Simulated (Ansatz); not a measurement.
C2H7AlO2 (`CO[CH2][AlH][OH]`) at its PBE0-D4/def2-TZVP geometry, where that method's forces vanish. Total charge 0; spin multiplicity 1.

```
atom   x (Å)   y (Å)   z (Å)
  C1   1.120  -0.896   0.820
  O2   1.175   0.397   0.299
  C3   0.477   0.503  -0.935
 Al4  -1.495   0.517  -0.694
  O5  -2.119   0.755   0.867
  H6   1.651  -0.898   1.772
  H7   1.592  -1.626   0.146
  H8   0.080  -1.224   0.997
  H9   0.826  -0.266  -1.642
 H10   0.781   1.460  -1.378
 H11  -2.548   0.383  -1.868
 H12  -1.541   0.895   1.616
```

Q: For each bond, give half the difference of the two atoms' forces along it (eV/Å; positive pushes the atoms apart) under PBE-D4, r2SCAN-D4, B3LYP-D4, ωB97M-V in def2-TZVPP. (An estimate is asked.)

A: The calculation gave: 
```
   bond  length (Å)  PBE-D4  r2SCAN-D4  B3LYP-D4  ωB97M-V
  C1–O2       1.395    0.30       0.24      0.26     0.23
  C1–H6       1.091    0.07      -0.07     -0.14    -0.10
  C1–H7       1.100    0.09      -0.04     -0.07    -0.10
  C1–H8       1.104    0.09      -0.03     -0.08    -0.09
  O2–C3       1.422    0.27       0.32      0.28     0.24
 C3–Al4       1.986   -0.12      -0.09      0.01    -0.05
  C3–H9       1.102    0.10      -0.04     -0.09    -0.10
 C3–H10       1.097    0.09      -0.03     -0.14    -0.10
 Al4–O5       1.698    0.25       0.03      0.09     0.11
Al4–H11       1.582   -0.03      -0.04     -0.15    -0.18
 O5–H12       0.957    0.35       0.01      0.00    -0.05
```

B3LYP here is the variant with VWN-RPA as its local correlation; programs differ in this.

Results of the Gaussian-basis code of Ansatz.
